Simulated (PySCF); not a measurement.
# State search for MgBr

Unrestricted PBE0; PySCF, spin-free X2C with a Gaussian nucleus, basis sets Mg x2c-TZVPPall, Br x2c-TZVPPall. Outer shells of the fragments: Mg 3s2; Br 3d10 4s2 4p5.

Followed along the bond (rough minima from three points):

```tsv
2Ms+1	unpaired	⟨S²⟩ at the start	R at minimum (Å)	Te (eV)
2	σ ↑	0.75	2.37	0.00
4	σ ↑, π ↑↑	3.75	none in the scan	≤ 5.30
```

Solutions found at the starting distance of 2.470 Å, counted from the lowest of them; the search is not exhaustive and high or unbound solutions are not listed, so other states can lie among these:

```tsv
2Ms+1	unpaired	term	E (eV)	⟨S²⟩	⟨Lz²⟩	μ (D)
2	σ ↑	²Σ⁺	0.00	0.75	0.00	-3.82
2	π ↑	²Π	3.06	0.76	1.00	-3.99
2	π ↑	²Π	3.78	0.75	1.01	3.81
4	σ ↑, π ↑↑	mixed	5.46	3.75	2.01	2.99
4	σ ↑, π ↑↑	mixed	5.60	3.75	2.01	3.21
4	σ ↑↑, π ↑	⁴Π	6.41	3.75	1.00	2.64
4	σ ↑↑, π ↑	⁴Π	6.80	3.75	1.01	2.50
4	σ ↑↑↑	⁴Σ⁺	7.74	3.75	0.00	3.14
```

A term symbol is given only where ⟨S²⟩ and ⟨Lz²⟩ are close to those of a pure state; real π, δ and φ orbitals otherwise mix terms. A positive dipole means Mg(−)Br(+).

Spin–orbit coupling is left out. Counting both spins, an empty level lies below a filled one in some of these solutions, because spin and occupation are held.
